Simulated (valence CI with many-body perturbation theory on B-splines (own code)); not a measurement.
**E1 transitions of Pd39+**

Computed by valence CI with perturbative core correlation (CI+MBPT): five valence electrons over a frozen Dirac-Fock core [He], radial functions for each j: 11 s, 11 p, 10 d, 8 f, 5 g, 2 h, with the one-electron correlation potential Σ1 (screened to all orders), the two-electron term Σ2, the three-electron term Σ3, Breit, model QED; selected single and double excitations, second order for the rest, scaled by the run's own slope (own B-spline code, finite nucleus).

No measured spectrum was set against this ion. As an estimate, large intervals hold to a few tenths of a per cent, small ones and those within an open d or f shell to about a per cent. Among the levels kept, up to 7100 cm⁻¹ of a level comes from second order outside the variational space, and about a tenth of that is noise between levels of different J, which matters for small intervals.

Lines 1 to 50 of 589 in falling wavelength, among levels below 4047.6 eV, chosen from the strongest by gf and those to the six lowest levels. Wavelengths and rates use the calculated energies. Electric multipoles are in the length gauge, E1 and E2 with the static RPA response of the core. Weak lines are less certain than strong ones. Lines between different terms over intervals too small for the method are left out, as are lines whose strength nearly cancels. The highest levels of a list are the least certain.

Levels are named by their leading jj configuration (3d3/2^4 stands for four electrons in 3d with j = 3/2), which in mixed levels can hold well under half, so a name can repeat and another be missing. Letters in brackets count levels of one name in rising energy.

```csv
λ vac (nm),Upper,Lower,A (s⁻¹),S (a.u.) with core polarisation,S without
28.73,(2s 2p1/2 2p3/2^2 3p1/2) J=7/2,(2s 2p1/2 2p3/2^2 3s) J=5/2 [b],9.58e+08,8.96e-02,8.97e-02
27.11,(2p1/2^2 2p3/2^2 3p1/2) J=5/2,(2p1/2^2 2p3/2^2 3s) J=3/2,1.44e+09,8.51e-02,8.51e-02
25.02,(2s^2 2p1/2 2p3/2 3p1/2) J=5/2,(2s^2 2p1/2 2p3/2 3s) J=3/2 [b],1.55e+09,7.18e-02,7.18e-02
24.32,(2p1/2^2 2p3/2^2 3p1/2) J=3/2,(2p1/2^2 2p3/2^2 3s) J=5/2,3.43e+09,9.74e-02,9.74e-02
23.22,(2p1/2^2 2p3/2^2 3p1/2) J=5/2,(2p1/2^2 2p3/2^2 3s) J=5/2,2.58e+09,9.57e-02,9.57e-02
22.73,(2s^2 2p1/2 2p3/2 3p1/2) J=5/2,(2s^2 2p1/2 2p3/2 3s) J=5/2,2.25e+09,7.84e-02,7.84e-02
22.56,(2s 2p1/2 2p3/2^2 3p1/2) J=3/2 [a],(2s 2p1/2 2p3/2^2 3s) J=5/2 [a],3.51e+09,7.97e-02,7.97e-02
22.37,(2s 2p3/2^3 3p1/2) J=5/2,(2s 2p3/2^3 3s) J=3/2,2.48e+09,8.20e-02,8.20e-02
22.35,(2s 2p1/2^2 2p3/2 3p1/2) J=3/2 [a],(2s 2p1/2^2 2p3/2 3s) J=5/2,3.60e+09,7.93e-02,7.93e-02
21.59,(2s 2p1/2 2p3/2^2 3p1/2) J=7/2,(2s 2p1/2 2p3/2^2 3s) J=7/2,2.64e+09,1.05e-01,1.05e-01
21.24,(2s 2p1/2^2 2p3/2 3p1/2) J=5/2,(2s 2p1/2^2 2p3/2 3s) J=5/2,3.23e+09,9.17e-02,9.17e-02
20.70,(2s 2p1/2^2 2p3/2 3d3/2) J=7/2,(2s 2p1/2^2 2p3/2 3p3/2) J=7/2,1.59e+09,5.57e-02,5.57e-02
20.48,(2s^2 2p3/2^2 3p1/2) J=5/2,(2s^2 2p3/2^2 3s) J=3/2,2.41e+09,6.15e-02,6.15e-02
20.47,(2s 2p1/2 2p3/2^2 3d3/2) J=9/2,(2s 2p1/2 2p3/2^2 3p3/2) J=9/2,1.64e+09,6.94e-02,6.94e-02
19.52,(2s 2p1/2 2p3/2^2 3p1/2) J=5/2 [a],(2s 2p1/2 2p3/2^2 3s) J=5/2 [a],3.77e+09,8.31e-02,8.31e-02
19.08,(2s 2p1/2 2p3/2^2 3d3/2) J=7/2 [a],(2s 2p1/2 2p3/2^2 3p3/2) J=7/2 [a],2.05e+09,5.63e-02,5.63e-02
18.89,(2s^2 2p3/2^2 3p1/2) J=3/2,(2s^2 2p3/2^2 3s) J=5/2 [a],3.81e+09,5.07e-02,5.07e-02
18.53,(2s 2p3/2^3 3p1/2) J=3/2 [a],(2s 2p3/2^3 3s) J=5/2,6.15e+09,7.73e-02,7.73e-02
18.13,(2s 2p1/2^2 2p3/2 3d5/2) J=9/2,(2s 2p1/2^2 2p3/2 3p3/2) J=7/2,8.47e+09,2.49e-01,2.49e-01
17.98,(2s 2p1/2 2p3/2^2 3d5/2) J=11/2,(2s 2p1/2 2p3/2^2 3p3/2) J=9/2,8.61e+09,2.96e-01,2.96e-01
17.97,(2s 2p1/2 2p3/2^2 3d5/2) J=9/2 [a],(2s 2p1/2 2p3/2^2 3p3/2) J=7/2 [a],8.20e+09,2.35e-01,2.35e-01
17.92,(2s^2 2p3/2^2 3p1/2) J=5/2,(2s^2 2p3/2^2 3s) J=5/2 [a],2.95e+09,5.02e-02,5.02e-02
17.92,(2s 2p1/2 2p3/2^2 3d5/2) J=5/2 [a],(2s 2p1/2 2p3/2^2 3p3/2) J=3/2 [a],3.50e+09,5.97e-02,5.97e-02
17.67,(2s 2p3/2^3 3p1/2) J=5/2,(2s 2p3/2^3 3s) J=5/2,3.84e+09,6.28e-02,6.28e-02
17.67,(2s^2 2p3/2^2 3d5/2) J=5/2 [a],(2s^2 2p3/2^2 3p3/2) J=3/2 [a],4.22e+09,6.90e-02,6.90e-02
17.62,(2s 2p1/2 2p3/2^2 3d5/2) J=7/2 [b],(2s 2p1/2 2p3/2^2 3p3/2) J=5/2 [b],4.80e+09,1.04e-01,1.04e-01
17.59,(2s 2p1/2 2p3/2^2 3d5/2) J=7/2 [e],(2s 2p1/2 2p3/2^2 3p3/2) J=5/2 [e],7.02e+09,1.51e-01,1.51e-01
17.49,(2s 2p1/2 2p3/2^2 3d5/2) J=7/2 [d],(2s 2p1/2 2p3/2^2 3p3/2) J=5/2 [d],6.29e+09,1.33e-01,1.33e-01
17.40,(2s^2 2p3/2^2 3d5/2) J=7/2,(2s^2 2p3/2^2 3p3/2) J=7/2,2.99e+09,6.23e-02,6.23e-02
17.37,(2s 2p1/2 2p3/2^2 3d5/2) J=9/2 [b],(2s 2p1/2 2p3/2^2 3p3/2) J=7/2 [b],7.45e+09,1.93e-01,1.93e-01
17.31,(2s^2 2p3/2^2 3d5/2) J=7/2,(2s^2 2p3/2^2 3p3/2) J=5/2,3.45e+09,7.07e-02,7.07e-02
17.09,(2s^2 2p1/2 2p3/2 3d5/2) J=9/2,(2s^2 2p1/2 2p3/2 3p3/2) J=7/2,9.28e+09,2.29e-01,2.29e-01
17.08,(2s^2 2p1/2 2p3/2 3d5/2) J=7/2 [a],(2s^2 2p1/2 2p3/2 3p3/2) J=5/2 [a],6.39e+09,1.26e-01,1.26e-01
17.04,(2s 2p1/2^2 2p3/2 3d5/2) J=7/2 [b],(2s 2p1/2^2 2p3/2 3p3/2) J=5/2 [b],9.97e+09,1.95e-01,1.95e-01
17.04,(2s 2p1/2 2p3/2^2 3d5/2) J=9/2 [c],(2s 2p1/2 2p3/2^2 3p3/2) J=7/2 [c],9.83e+09,2.40e-01,2.40e-01
17.01,(2s 2p1/2 2p3/2^2 3d5/2) J=5/2 [c],(2s 2p1/2 2p3/2^2 3p3/2) J=3/2 [c],5.82e+09,8.48e-02,8.48e-02
17.01,(2s 2p1/2 2p3/2^2 3d5/2) J=5/2 [g],(2s 2p1/2 2p3/2^2 3p3/2) J=3/2 [f],7.09e+09,1.03e-01,1.03e-01
16.93,(2s 2p1/2 2p3/2^2 3d5/2) J=5/2 [f],(2s 2p1/2 2p3/2^2 3p3/2) J=3/2 [e],6.76e+09,9.71e-02,9.71e-02
16.92,(2s 2p1/2^2 2p3/2 3d5/2) J=3/2 [b],(2s 2p1/2^2 2p3/2 3p3/2) J=1/2 [b],5.63e+09,5.39e-02,5.39e-02
16.90,(2s 2p1/2 2p3/2^2 3d5/2) J=7/2 [a],(2s 2p1/2 2p3/2^2 3p3/2) J=5/2 [a],4.80e+09,9.14e-02,9.14e-02
16.87,(2s 2p1/2 2p3/2^2 3p1/2) J=5/2 [b],(2s 2p1/2 2p3/2^2 3s) J=7/2,6.56e+09,9.33e-02,9.33e-02
16.86,(2s^2 2p3/2^2 3d5/2) J=9/2,(2s^2 2p3/2^2 3p3/2) J=7/2,9.24e+09,2.19e-01,2.19e-01
16.86,(2s 2p1/2 2p3/2^2 3d5/2) J=7/2 [c],(2s 2p1/2 2p3/2^2 3p3/2) J=5/2 [c],7.90e+09,1.49e-01,1.49e-01
16.84,(2s^2 2p1/2 2p3/2 3p1/2) J=3/2 [b],(2s^2 2p1/2 2p3/2 3s) J=5/2,7.20e+09,6.78e-02,6.78e-02
16.77,(2s^2 2p3/2^2 3d3/2) J=7/2,(2s^2 2p3/2^2 3p3/2) J=5/2,4.01e+09,7.48e-02,7.48e-02
16.75,(2s^2 2p3/2^2 3d5/2) J=5/2 [b],(2s^2 2p3/2^2 3p3/2) J=3/2 [b],8.08e+09,1.13e-01,1.13e-01
16.75,(2s 2p1/2 2p3/2^2 3d5/2) J=5/2 [e],(2s 2p1/2 2p3/2^2 3p3/2) J=3/2 [d],4.03e+09,5.60e-02,5.60e-02
16.70,(2s 2p1/2 2p3/2^2 3d5/2) J=5/2 [b],(2s 2p1/2 2p3/2^2 3p3/2) J=5/2 [b],3.80e+09,5.24e-02,5.24e-02
16.64,(2s 2p1/2 2p3/2^2 3p1/2) J=3/2 [d],(2s 2p1/2 2p3/2^2 3s) J=5/2 [c],4.96e+09,4.51e-02,4.51e-02
16.53,(2s^2 2p1/2 2p3/2 3d5/2) J=7/2 [b],(2s^2 2p1/2 2p3/2 3p3/2) J=5/2 [b],8.45e+09,1.51e-01,1.51e-01
```
